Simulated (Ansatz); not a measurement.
Consider the formal exchange of groups at a Ge–Sb bond: `[NH2][GeH]([OH])[SbH2]` + CH₄ → `[CH3][GeH]([NH2])[OH]` + `[SbH3]`.

Calculated with Ansatz (gas phase, PBE0-D4/def2-TZVP geometries, no zero-point term in ΔE). CBS: MP2 limit from def2 TZ/QZ plus the TZ coupled-cluster correction, frozen cores. This one scheme is used for every species. Functionals use def2-TZVPP. B3LYP here is the variant with VWN-RPA as its local correlation; programs differ in this. Elements past krypton have def2 core potentials. For Ge, Sb outer-core shells are correlated without core-valence functions, which leaves a few kJ/mol of doubt a bond. Scalar relativity is left out up to krypton. One conformer a species, not always the lowest.

| level | ΔE (kcal/mol) | difference from CCSD(T)/CBS |
| --- | --- | --- |
| LDA (SPW92) | 12.8 | 0.3 |
| r2SCAN-D4 | 13.8 | 1.3 |
| B97M-V | 10.9 | -1.6 |
| B3LYP-D4 | 14.1 | 1.6 |
| CAM-B3LYP-D4 | 11.7 | -0.8 |
| ωB97X-V | 11.1 | -1.4 |
| PBE | 14.4 | 1.9 |
| B3LYP | 13.2 | 0.7 |
| r2SCAN0 | 13.0 | 0.5 |
| CAM-B3LYP | 11.0 | -1.5 |
| CCSD(T)/CBS | 12.5 | 0 |

Question: What do rigid-rotor, harmonic-oscillator terms from PBE0-D4/def2-TZVP frequencies (298.15 K, 1 bar) make of the CCSD(T)/CBS value? (An estimate is asked.)

Answer: Computed: ΔZPE = -1.7 kcal/mol, ΔH = +10.2 kcal/mol, ΔS = 4 J/(mol·K), ΔG = +10.0 kcal/mol.

Largest T1 diagnostic among the species: 0.014.

Leaving LDA and LC-ωPBE aside and taking each functional with its dispersion term where it has one, the values, not all of them listed here, spread over 4.2 kcal/mol, from B97M-V to BLYP-D4. LDA lies −1.6 kcal/mol from PBE without D4. From PBE to PBE0 (25 % exact exchange), in def2-TZVPP and without D4, ΔE moves by −1.2 kcal/mol. At CCSD(T), def2-SVP lies −1.3 kcal/mol from the extrapolated value and def2-TZVPP −1.9 kcal/mol.

CCSD(T)/CBS has its own doubt, a few kJ/mol and more with outer-core shells, so smaller differences from it don't rank the levels.
